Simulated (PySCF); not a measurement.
Compound: C6H9S2 (doublet state).
SMILES with atom numbers: `[CH2:1][S:2][C@@:3]1([CH3:4])[CH2:5][CH2:6][C:7]1=[S:8]` (hydrogens: H9, H10 on C1; H11, H12, H13 on C4; H14, H15 on C5; H16, H17 on C6)

Structure used (GFN2-xTB), in Å, numbered top down from 1:
```
atom  x, y, z in Å
C1     2.407    0.145    0.844
S2     1.003    0.938    1.296
C3    -0.204    0.403   -0.052
C4    -0.152    1.395   -1.192
C5    -0.095   -1.107   -0.335
C6    -1.360   -1.341    0.511
C7    -1.511    0.149    0.624
S8    -2.679    1.124    1.167
H9     3.129   -0.059    1.607
H10    2.672    0.037   -0.190
H11   -0.849    1.097   -1.974
H12   -0.437    2.381   -0.831
H13    0.850    1.447   -1.613
H14   -0.223   -1.343   -1.389
H15    0.813   -1.581    0.035
H16   -1.181   -1.834    1.467
H17   -2.191   -1.840    0.015
```

The hyperfine couplings belong to this conformer and change with its torsions.

Computed with UKS B3LYP, pcH-1 on C H S, non-relativistic, mean-field spin-orbit, GIAO (PySCF 2.14.0). Geometry: GFN2-xTB, one conformer, isolated molecule. A GFN2-xTB geometry isn't a minimum of the functional, and hyperfine couplings can be far from their values at a DFT geometry. Stability of the SCF solution: not tested.

(1) Predict the first-order ENDOR lines of H9, H10, H16, H15 and H11/H12/H13 under fast tumbling at B = 1215.3 mT (Q band).

(2) Which pairs are centred on the nuclear Larmor frequency, and which on half the coupling?

Results:

(1) ν± = |νn ± a/2|, one line for each electron-spin manifold; νn = |g_N| × 7.62259 MHz/T × B.

| nuclei | isotope | g_N | νn (MHz) | a_iso (MHz) | lower line (MHz) | upper line (MHz) |
| --- | --- | --- | --- | --- | --- | --- |
| H9 | 1H | 5.5857 | 51.74 | -46.93 | 28.28 | 75.21 |
| H10 | 1H | 5.5857 | 51.74 | -28.69 | 37.40 | 66.09 |
| H16 | 1H | 5.5857 | 51.74 | 12.52 | 45.48 | 58.01 |
| H15 | 1H | 5.5857 | 51.74 | -1.81 | 50.84 | 52.65 |
| H11/H12/H13 | 1H | 5.5857 | 51.74 | -0.73 | 51.38 | 52.11 |

(2) Centred on νn, since |a| < 2νn: H9, H10, H16, H15 and H11/H12/H13. No pair has |a| > 2νn.

Class means assume fast exchange of nuclei equivalent by connectivity; if that motion is slow, each nucleus keeps its own coupling. H9 and H10 aren't averaged: C1 is flat or nearly so (angle sum 359°), and its turn about the short C1–S2 bond (1.68 Å) is taken as slow.

Time: 3.5 min wall (with the writing of density and orbital grids); peak memory 1.1 GiB. Hardware: one thread, Arm Neoverse N1 (aarch64), on a shared host.
